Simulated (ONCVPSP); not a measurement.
## Which change was made? (Tb, ONCV)

Tb (Z = 65), optimised norm-conserving Vanderbilt (ONCV), made with ONCVPSP 4.0.1 (LDA (Perdew-Wang 92), scalar-relativistic). Core [Kr] 4d10 4f8, reference 5s2 5p6 5d1 6s1.75 6p0.25. Waves: 5s+6s: rc 2.30 bohr, ncon 3, nbas 7, qcut 6.2 1/bohr, 2 projectors; 5p+6p: rc 2.30 bohr, ncon 5, nbas 9, qcut 4.8 1/bohr, 2 projectors; 5d: rc 2.90 bohr, ncon 4, nbas 9, qcut 6.3 1/bohr, 1 projector. Local part: polynomial inside 1.45 bohr (lpopt 1, dvloc0 -1 Ha). Core correction: polynomial model core, fcfact 0.65.

Cutoffs, loose and tight: the cutoffs (Ha) at which the residual kinetic energy of the hardest occupied pseudo-wave falls to 1 and 0.1 mHa per electron. They do not see the model core or the augmentation charge, which bear on the density cutoff. Test errors are all-electron minus pseudo excitation energies from the reference, over the configurations 5s2 5p6 5d1 6s2 6p0; 5s2 5p6 5d1 6s1 6p0; 5s2 5p6 5d1 6s0 6p0; 5s2 5p6 5d1 6s0 6p2; variants that change the core or the reference have their own tests.

The base gives: outcome: generated; cutoff, loose: 11 Ha; cutoff, tight: 14 Ha; bound ghosts: none; GHOST(+) flags above zero: s; largest test error (meV): -24.

Q: After one change the result is: outcome: failed: ERROR pspot: first pseudo wave function has node, program will stop. Which change was it?
A. all radii but the core radius scaled by about 1.19 (s 2.74, p 2.74, d 3.44 bohr); local potential polynomial inside 1.72 bohr (lpopt 1, dvloc0 -1 Ha)
B. all radii but the core radius scaled by about 1.31 (s 3.02, p 3.02, d 3.82 bohr); local potential polynomial inside 1.90 bohr (lpopt 1, dvloc0 -1 Ha)
C. all radii but the core radius scaled by about 0.85 (s 1.96, p 1.96, d 2.48 bohr); local potential polynomial inside 1.24 bohr (lpopt 1, dvloc0 -1 Ha)

A: B. The others give: all radii but the core radius scaled by about 1.19 (s 2.74, p 2.74, d 3.44 bohr); local potential polynomial inside 1.72 bohr (lpopt 1, dvloc0 -1 Ha) → outcome: generated; cutoff, loose: 8.6 Ha; cutoff, tight: 11 Ha; bound ghosts: none; GHOST(+) flags above zero: none; largest test error (meV): -27 | all radii but the core radius scaled by about 0.85 (s 1.96, p 1.96, d 2.48 bohr); local potential polynomial inside 1.24 bohr (lpopt 1, dvloc0 -1 Ha) → outcome: generated; cutoff, loose: 14 Ha; cutoff, tight: 61 Ha; bound ghosts: none; GHOST(+) flags above zero: s; largest test error (meV): -23.
